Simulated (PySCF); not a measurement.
Circular dichroism: `C=C(C)/C(C)=C/C`, C7H12

Geometry:
| atom | x (Å) | y (Å) | z (Å) |
| --- | --- | --- | --- |
| C1 | -1.394 | -0.360 | 1.803 |
| C2 | -1.012 | -0.515 | 0.522 |
| C3 | -1.937 | -1.184 | -0.456 |
| C4 | 0.305 | -0.040 | 0.044 |
| C5 | 1.215 | 0.618 | 1.040 |
| C6 | 0.670 | -0.194 | -1.246 |
| C7 | 1.967 | 0.242 | -1.857 |
| H8 | -0.761 | 0.120 | 2.551 |
| H9 | -2.369 | -0.717 | 2.143 |
| H10 | -2.867 | -1.497 | 0.039 |
| H11 | -1.473 | -2.077 | -0.905 |
| H12 | -2.204 | -0.509 | -1.284 |
| H13 | 0.740 | 1.509 | 1.483 |
| H14 | 1.456 | -0.063 | 1.872 |
| H15 | 2.160 | 0.939 | 0.584 |
| H16 | -0.038 | -0.676 | -1.926 |
| H17 | 2.066 | 1.341 | -1.874 |
| H18 | 2.839 | -0.148 | -1.307 |
| H19 | 2.052 | -0.106 | -2.895 |

Method used: TDDFT CAM-B3LYP/aug-cc-pVDZ circular dichroism and optical rotation, one conformer, IEF-PCM cyclohexane (non-equilibrium linear response, no local-field factor) in PySCF. Geometry: PBE0-D3(BJ)/def2-SVP.

No stereocentre is labelled: unless the shape is locked (an allene, a helicene, a hindered biaryl), the mirror image is equally populated and a measured rotation or CD is zero.

Q: Which excitations and rotatory strengths does the calculation give?

A: Rotatory strengths R in 10⁻⁴⁰ esu² cm², velocity form and length form (origin at the centre of mass); f in length form.
```csv
state,E (eV),λ (nm),f,R (velocity),R (length),main
1,5.21,238,0.693,-2.7,-2.7,HOMO→LUMO 0.97
2,5.52,225,0.003,-0.2,-0.2,HOMO→LUMO+1 0.88
3,6.11,203,0.005,+1.2,+1.2,HOMO→LUMO+2 0.85
4,6.18,201,0.022,+1.5,+1.5,HOMO→LUMO+3 0.91
5,6.44,193,0.060,+0.3,+0.3,HOMO→LUMO+4 0.92
6,6.66,186,0.009,-0.4,-0.4,"HOMO→LUMO+5 0.55, HOMO→LUMO+6 0.19"
7,6.72,185,0.0001,+1.1,+1.1,"HOMO→LUMO+6 0.60, HOMO→LUMO+8 0.21"
8,6.73,184,0.005,+0.8,+0.9,HOMO−1→LUMO 0.93
9,6.94,179,0.0002,0.0,0.0,"HOMO→LUMO+8 0.46, HOMO→LUMO+5 0.30"
10,7.11,174,0.006,-0.7,-0.8,HOMO→LUMO+7 0.90
11,7.15,173,0.001,+0.1,+0.1,HOMO−2→LUMO 0.88
12,7.21,172,0.008,+1.5,+1.6,"HOMO→LUMO+9 0.50, HOMO→LUMO+13 0.38"
```

Among the states computed, the strongest CD band (largest |R|) is state 1. The largest dissymmetry factor in size, g = 4R/(D+G), with D and G the electric and magnetic dipole strengths, is +0.083 for state 7 (velocity form, f = 0.0001), among bands with |R| over 0.5. The mirror image has the same energies and oscillator strengths and all R with the opposite sign.
